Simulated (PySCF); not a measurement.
# One molecule, several mistakes: ClFH3Si2 cation

Calculated results; nothing here was measured. The program is PySCF 2.14.0, an open-source quantum chemistry code, run on an isolated molecule that a program drew, which may never have been made. The molecule is ClFH3Si2 cation (charge +1, singlet), drawn as the SMILES string `F[SiH]([SiH2+])Cl`.

Each row is a Hartree-Fock (HF) and frozen-core CCSD(T) single point in the cc-pV(D+d)Z basis, meant for a local HF minimum. Run 1 is clean. Each other run has one planted mistake out of seven kinds, and not every kind appears here: one electron removed, one electron added, multiplicity raised by two, geometry at a saddle point, minimal basis STO-3G, one bond length entered in bohr, all coordinates scaled. The reference is restricted for singlets and unrestricted otherwise, and also for a bond in bohr. Adding or removing an electron swaps singlet and doublet. Electrons count all cores. HOMO and LUMO are orbital energies over both spins, the gradient is its largest component, and the lowest frequency (negative if imaginary) is given only where the gradient is small. Bond lengths are over the 6 bonds as drawn. T1 is the CCSD diagnostic: over 0.02 (restricted) or 0.045 (unrestricted) a single reference is doubtful.

Geometry of the clean run:
```xyz
7
ClFH3Si2 cation, angstrom
F    -1.1572    1.9586    0.0883
Si   -2.0267    2.0789    1.4097
Si   -3.1606   -0.0445    1.4640
Cl   -3.5724    3.3498    1.2075
H    -1.2113    2.2897    2.5954
H    -3.5777   -0.7270    2.6949
H    -3.5839   -0.7148    0.2289
```

| run | electrons | basis functions | <S^2> | HOMO (eV) | LUMO (eV) | gradient (hartree/bohr) | lowest frequency (cm^-1) | mean bond (Å) | longest bond (Å) | T1 | HF (hartree) | CCSD(T) (hartree) | mistake |
|---|---|---|---|---|---|---|---|---|---|---|---|---|---|
| 1 | 56 | 98 | 0.000 | -16.98 | -6.27 | 7.2e-06 | 75 | 1.7326 | 2.408 | 0.0138 | -1138.36229 | -1138.91071 | no fault |
| 2 | 55 | 98 | 0.779 | -23.37 | -14.58 | 6.0e-02 | - | 1.7326 | 2.408 | 0.0471 | -1137.77875 | -1138.31546 | one electron removed |
| 3 | 56 | 98 | 0.966 | -14.48 | -6.17 | 9.6e-03 | - | 1.9678 | 2.998 | 0.0265 | -1138.20472 | -1138.71154 | one bond length entered in bohr |
| 4 | 57 | 98 | 0.770 | -7.89 | 1.48 | 5.6e-02 | - | 1.7326 | 2.408 | 0.0125 | -1138.62171 | -1139.18285 | one electron added |
| 5 | 56 | 98 | 2.016 | -14.40 | -8.82 | 5.7e-02 | - | 1.7326 | 2.408 | 0.0218 | -1138.25583 | -1138.80769 | ? |
| 6 | 56 | 98 | 0.000 | -16.85 | -6.30 | 3.6e-02 | - | 1.8019 | 2.504 | 0.0146 | -1138.35157 | -1138.90443 | ? |

**Which mistake was planted in run 5, and what did it cost?**

Electrons, basis and geometry are unchanged, and <S^2> is 2.016, beside S(S+1) = 2.00 for a multiplicity of 3. So the mistake is: multiplicity raised by two. Subtracting run 1 and multiplying by 627.51 kcal/mol a hartree, the energy moved by 66.8 kcal/mol in HF and 64.6 kcal/mol in CCSD(T).

**Which mistake was planted in run 6, and what did it cost?**

The mean and the longest bond both change by the same factor, 1.040, and the gradient is no longer small. So the mistake is: all coordinates scaled. Subtracting run 1 and multiplying by 627.51 kcal/mol a hartree, the energy moved by 6.7 kcal/mol in HF and 3.9 kcal/mol in CCSD(T).

Cautions from the logs. Run 2: T1 is over the limit, so its CCSD(T) energy is less reliable.
